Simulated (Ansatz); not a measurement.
Born–Oppenheimer molecular dynamics of CH₃NOTe (7 atoms, charge 0, multiplicity 1). It starts at the highest image of a converged band, a first-order saddle point between two minima.

These are results of RKS PBE0-D4/def2-SVP (Ansatz), not measurements.

```
ensemble                      : NVE (velocity Verlet)
time step                     : 0.5 fs
steps asked                   : 200
starting velocities drawn for : 300 K
seed                          : 10728
```

First frame:

```xyz
7
Properties=species:S:1:pos:R:3
N 1.004 1.028 0.347
C 0.146 0.254 0.828
O -0.500 -0.796 0.236
Te -0.226 -1.085 -1.939
H 1.187 0.829 -0.648
H -0.194 0.337 1.873
H -1.419 -0.568 -0.698
```

**Question.** How far do the bonds stretch over the last three quarters of this one trajectory? (Pairs bonded in most of those frames.)

**Answer.** 
```
  bond  mean (Å)  spread (Å)  shortest  longest
 N1–C2     1.243       0.022      1.20     1.29
 N1–H5     1.039       0.011      1.01     1.06
 C2–O3     1.418       0.030      1.36     1.47
 C2–H6     1.100       0.012      1.08     1.12
O3–Te4     2.312       0.075      2.20     2.41
 O3–H7     1.015       0.081      0.89     1.15
```

Mean temperature of the second half: 923 K. The conserved energy stayed within 0.93 meV per atom of its start (net change 0.18 meV per atom), so the integration is sound. The kinetic energy rose, since the run started high on the potential surface and went downhill. A run of 0.1 ps of so small a system gives no equilibrium averages. The orbitals stay closed-shell, which can raise the energy where a bond breaks towards radicals; this wasn't checked here.

Time of the run: 5.1 min on 2 threads of Intel(R) Xeon(R) Platinum 8488C (Sapphire Rapids) (shared host), peak memory 0.19 GiB.
